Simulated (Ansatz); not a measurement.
## How basis sets differ on TiCl2F2 (SMILES [F][Ti]([F])([Cl])[Cl])

TiCl2F2 has 5 atoms, charge 0, and is taken as a singlet. SMILES: `[F][Ti]([F])([Cl])[Cl]`. The coordinates come from a PBE0-D4/def2-TZVP relaxation.

Quantity: the HOMO–LUMO gap, in eV. The values are calculated.

```
      level          kind  program  value (eV)
  HF/STO-3G  Hartree–Fock   Ansatz       16.89
   HF/3-21G  Hartree–Fock   Ansatz       12.92
HF/def2-SVP  Hartree–Fock   Ansatz       13.14
 HF/pcseg-1  Hartree–Fock   Ansatz       12.91
```

The values span 12.91 to 16.89 eV. A Hartree–Fock LUMO above zero doesn't converge with the basis: it sinks as sets grow more diffuse. Orbital gaps aren't excitation energies.
